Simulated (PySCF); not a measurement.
C₂H₂BCl (SMILES C#CBCl), singlet, geometry from GFN2-xTB. Base run: LC-WPBE/6-31G, TDA in PySCF.

Input for PySCF:
```python
from pyscf import gto, scf, dft, tdscf

mol = gto.M(
    atom='''
B    -0.56361762   -0.36062484   -0.41041881
C    -0.45616936    1.14212024   -0.41206449
C    -0.35726987    2.34356575   -0.40345456
H    -0.27755884    3.39259768   -0.40101041
Cl    0.55157698   -1.26994903    0.49206126
H    -1.40052630   -0.91445595   -1.01882259
''',
    basis='6-31g',
    verbose=3,
)

mf = dft.RKS(mol)
mf.xc = 'lc_wpbe'
mf.kernel()
td = mf.TDA()
td.nstates = 5
td.kernel()
td.analyze()
```

The base run was repeated with changes; each row names its change, and settings that it needs were set with it.

| change | first excitation (eV) | oscillator strength of the first | second (eV) | core-seconds (rough) |
|---|---|---|---|---|
| base | 4.78 | 0.000 | 5.58 | 10 |
| functional = blyp | 4.20 | 0.000 | 4.59 | 7 |
| functional = wb97x | 4.74 | 0.000 | 5.57 | 10 |
| guess vectors = 13 for 5 states | 4.78 | 0.000 | 5.58 | 20 |
| basis = 6-31+G* | [?] | 0.000 | [?] | 50 |
| nstates = 10 | 4.78 | 0.000 | 5.58 | 10 |
| basis = def2-SVP | 4.75 | 0.000 | 5.54 | 30 |
| conv_tol = 1e-3 | 4.78 | 0.000 | 5.58 | 10 |
| functional = bhandhlyp | [?] | 0.000 | [?] | 9 |
| functional = hf | [?] | 0.000 | [?] | 0.6 |
| functional = pbe | 4.22 | 0.000 | 4.55 | 10 |

Q: What belongs in the gaps?

A: 
- basis = 6-31+G*, first excitation (eV): 4.70
- basis = 6-31+G*, second (eV): 5.55
- functional = bhandhlyp, first excitation (eV): 4.66
- functional = bhandhlyp, second (eV): 5.74
- functional = hf, first excitation (eV): 4.90
- functional = hf, second (eV): 6.04

An iterative solver can miss low states, so a row lists the states that it found.
